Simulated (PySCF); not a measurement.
Bond length, frequency and bond energy of LaH by level of theory

State: triplet, about 0.0 electrons in the 4f shell (Mulliken). Set-up: PySCF, spin-free X2C with a Gaussian nucleus, basis sets La x2c-TZVPPall, H x2c-TZVPPall. De refers to La (5d1 6s2) + H in their high-spin ground configurations, without counterpoise correction. The functionals are run spin-unrestricted. A positive dipole means La(−)H(+).

```tsv
Level	Re (Å)	ωe (cm⁻¹)	De (eV)	μ (D)	CPU s a point (SCF and correlation, without the integrals)
UHF	2.140	1326	n/a	-3.56	6.6
UHF-MP2	2.080	1412	n/a	n/a	9.6
UHF-SCS-MP2	2.090	1393	n/a	n/a	n/a
UHF-CCSD	2.099	1369	2.65	n/a	n/a
UHF-CCSD(T)	2.097	1368	2.58	n/a	260
LDA	2.067	1381	3.07	-3.01	3.1
PBE	2.079	1360	2.78	-3.19	4.5
PBEsol	2.072	1372	2.87	-3.12	2.9
BLYP	2.094	1337	2.77	-3.22	2.8
r²SCAN	2.083	1371	2.82	-3.53	6.8
PBE0	2.076	1381	2.78	-3.41	8.2
MN15	2.079	1373	2.38	-3.35	10
CAM-B3LYP	2.091	1369	2.82	-3.53	17
```

Task: Which functional lies closest to UHF-CCSD(T) in De, which farthest, and by how much do they differ from it?

Result: Closest is BLYP (-0.3 pm in Re, -2.3 % in ωe, +0.19 eV in De against UHF-CCSD(T) in the same basis), farthest LDA (-3.0 pm in Re, +1.0 % in ωe, +0.49 eV in De). CCSD(T) converges more slowly with the basis than the functionals do and binds too weakly in this one, so the order can change at the basis-set limit.

Task: What does a quarter of exact exchange do here, going from PBE to PBE0?

Result: PBE0 less PBE: -0.3 pm in Re, +1.5 % in ωe, +0.00 eV in De. Exact exchange removes part of the self-interaction that spreads semilocal densities, and in most molecules shortens and stiffens the bond and lowers De; so it does here.

Task: What does the step from GGA to meta-GGA do here, going from PBE to r²SCAN?

Result: r²SCAN less PBE: +0.4 pm in Re, +0.8 % in ωe, +0.04 eV in De. 

Correlated steps freeze 18 core orbitals. These are scalar-relativistic numbers at best; spin–orbit coupling would shift them, the dissociation energy most. The state is the lowest single determinant that the PBE0 search found; with open d or f shells the true ground state can be another one.

The whole job (state search and all levels along the bond) took about 29 min on 2 threads of Arm Neoverse V1 (shared host), peak memory 5.6 GiB.
